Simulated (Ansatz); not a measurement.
Au₃⁺. Total charge 1; triplet. Geometry PBE0-D4/def2-TZVP; atoms count from 1.

```csv
atom,x (Å),y (Å),z (Å)
Au1,0.811,0.709,-1.135
Au2,-1.072,-1.034,-0.256
Au3,0.261,0.325,1.391
```

In the def2 sets Au takes a core potential; there is no spin–orbit coupling. At PBE0-D4/def2-TZVP a singlet of charge 1 lies 2.57 eV below the triplet, each at its own geometry. The structure comes from a short search, and lower isomers may exist.

Q: Estimate the Mulliken populations from the PBE0/def2-TZVP orbitals of Ansatz.

A: 
```json
{"atom": "Au1", "charge (e)": "0.23", "spin (α − β)": "1.10", "d electrons": "9.44"}
{"atom": "Au2", "charge (e)": "0.35", "spin (α − β)": "0.56", "d electrons": "9.59"}
{"atom": "Au3", "charge (e)": "0.43", "spin (α − β)": "0.34", "d electrons": "9.62"}
```
Mulliken values depend strongly on the basis.

Q: Where does the spin sit?

A: Summed by element: Au 2.00, of 2 unpaired in all. Largest on single atoms: Au1 1.10, Au2 0.56, Au3 0.34.

Q: And the Mayer bond orders between heavy atoms (over 0.3)?

A: Au1–Au2 0.53 (2.71 Å); Au1–Au3 0.62 (2.61 Å); Au2–Au3 1.03 (2.52 Å).
